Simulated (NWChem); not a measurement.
Molecule: SiSbH3F2; SMILES [F][Sb]([SiH3])[F]

```xyz
7

Sb    -0.2872     0.4874     0.2631
F     -1.0507     0.6203    -1.5161
F      1.5616     0.7072    -0.2845
Si    -0.0877    -2.1038     0.0224
H      0.5445    -2.3880    -1.2970
H     -1.4487    -2.7180     0.0936
H      0.7537    -2.6451     1.1332
```
Atoms are numbered in this order, from 1.

Level: PBE0/def2-SVP with def2 effective core potentials on Sb (NWChem), optimised geometry, unscaled harmonic frequencies. def2 effective core potentials on Sb; no spin-orbit coupling.

```
frequency (cm⁻¹)  IR intensity (km/mol)
----------------  ---------------------
88                                  0.7
113                                 0.0
127                                 9.9
200                                10.0
303                                 9.1
468                                17.1
472                                12.6
628                                66.6
632                                64.0
840                               256.8
921                                31.7
927                                42.7
2223                               61.7
2238                               80.3
2262                               54.6
```

```json
{
 "zero_point_energy": "17.8 kcal/mol",
 "thermal correction to the enthalpy at 298.15 K (with zero-point energy)": "22.7 kcal/mol",
 "heat capacity Cv": "21.4 cal/(mol K)",
 "entropy at 298.15 K and 1 atm (symmetry number 1)": "85.2 cal/(mol K)"
}
```

Rigid rotor and harmonic oscillator; modes under 100 cm⁻¹ make the entropy uncertain.
